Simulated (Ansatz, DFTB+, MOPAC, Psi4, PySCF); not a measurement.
Molecule: C$_{3}$H$_{6}$O, net charge 0, singlet state. SMILES: C[C@H]1CO1
Geometry: optimised at B3LYP-D3(BJ)/def2-TZVP (Ansatz, an electronic-structure program).

Wanted: size of the dipole moment, in D. Set-up: dispersion terms only where a functional's name holds one; no spin-orbit coupling; 6-311+G** with 5d; SCC-DFTB with the Slater-Koster set that CP2K ships; non-relativistic; six Cartesian d functions in 6-31G* and its kin unless marked 5d. Ab initio and DFT and DFTB rows: single points at B3LYP-D3(BJ) geometries (Ansatz). Semi-empirical rows: dipoles at the shared geometry.

Measured values: NIST CCCBDB, as tabulated in the package chemicals; dipoles are vibrational averages. 

Value to compare with, the measured value: 2.01 D.

| level | program | size of the dipole moment (D) | error |
|---|---|---|---|
| PM3 | MOPAC | 1.84 | -0.17 |
| SCC-DFTB | DFTB+ | 2.03 | 0.02 |
| SVWN5/6-31G* | Ansatz | 1.88 | -0.13 |
| PBE/STO-3G | Ansatz | 1.17 | -0.84 |
| PBE/6-311+G** | Ansatz | 2.01 | 0.00 |
| BP86/6-31G* (5d) | PySCF | 1.85 | -0.16 |
| B3LYP/3-21G | Ansatz | 2.09 | 0.08 |
| B3LYP/6-31G | Ansatz | 2.32 | 0.31 |
| B3LYP/6-31G* | Ansatz | 1.98 | -0.03 |
| B3LYP/def2-SVP | Ansatz | 1.98 | -0.03 |
| B3LYP/6-311+G** | Ansatz | 2.16 | 0.15 |
| wB97X-D/6-311+G** | Psi4 | 2.20 | 0.19 |
| B3PW91/6-31G* (5d) | PySCF | 2.00 | -0.01 |

Among the 13 habitual levels, PBE/STO-3G lies farthest from the measured value (-0.84 D); 5 of 13 lie above it, and their mean absolute error is 0.16 D, the median 0.13. One case shows no general order.

The levels are drawn from those run, B3LYP/6-31G* more often than the rest, none by its result; runs whose electronic state is in doubt are left out.
